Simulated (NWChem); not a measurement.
**formamidinium (CH$_{5}$N$_{2}$ (+1)) in NWChem**

```xyz
8

N     -1.1642     0.0000    -0.1738
C      0.0000     0.0000     0.4216
N      1.1642     0.0000    -0.1738
H     -1.2725     0.0000    -1.1855
H     -2.0167     0.0000     0.3788
H      0.0000     0.0000     1.5175
H      1.2725     0.0000    -1.1855
H      2.0167     0.0000     0.3788
```
Charge +1, spin multiplicity 1.

Everything below was run with NWChem. Structure: optimised with PBE0/def2-SVP, a minimum by its harmonic frequencies. It is one conformer; others weren't searched.

The field's frequency is 0.0773 Ha (589 nm). This basis has no diffuse functions, which lowers polarisabilities.

The Pople sets run with spherical d functions.

### Question
Give the polarisability tensor in bohr³ at HF/6-31G* (spherical d), in the frame of the coordinates, and its isotropic mean.

### Answer
```
32.39   0.00   0.00
 0.00   9.48   0.00
 0.00   0.00  21.11
```
Mean (one third of the trace): 20.99 bohr³.
